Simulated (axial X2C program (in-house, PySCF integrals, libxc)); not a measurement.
## Spin–orbit effects down a group: molecules with Ag, MP2

All values come from calculations with an in-house relativistic program for diatomic molecules, spin-free (one-electron X2C) or two-component (2c: spin–orbit coupling with atomic mean-field Coulomb and Gaunt terms, which also bring small scalar terms), in Dyall basis sets with cores contracted in-house; open shells are unrestricted.

Basis sets: Ag dyall-cv3z, H dyall-v3z, Li dyall-cv3z, Na dyall-cv3z. Frozen shells (counts by l): AgH Ag 4s3p1d, H none, 12 electrons correlated; LiAg Ag 4s3p1d, Li 1s, 12 electrons correlated; NaAg Ag 4s3p1d, Na 2s1p, 12 electrons correlated. Where the outer core of a metal is frozen, bonds come out longer and ionisation energies lower.

```csv
molecule,spin-free state,Re (Å),ωe (cm⁻¹),De (eV),2c state,Re 2c (Å),ωe 2c (cm⁻¹),De 2c (eV)
AgH,"M_S = 0, Λ = 0",1.590,1870.0,2.19,Ω = 0,1.590,1868.7,2.19
LiAg,"M_S = 0, Λ = 0",2.359,396.9,1.70,Ω = 0,2.360,396.7,1.70
NaAg,"M_S = 0, Λ = 0",2.659,213.1,1.41,Ω = 0,2.659,213.0,1.41
```

Each entry is the lowest single determinant of a limited PBE0 search at one distance. De goes to single-determinant-based atoms at the same level (for ions the charge split of lowest energy) and is withheld (n/a) where an atom does not fit its ground term or J level. Main or longest-lived isotopes.
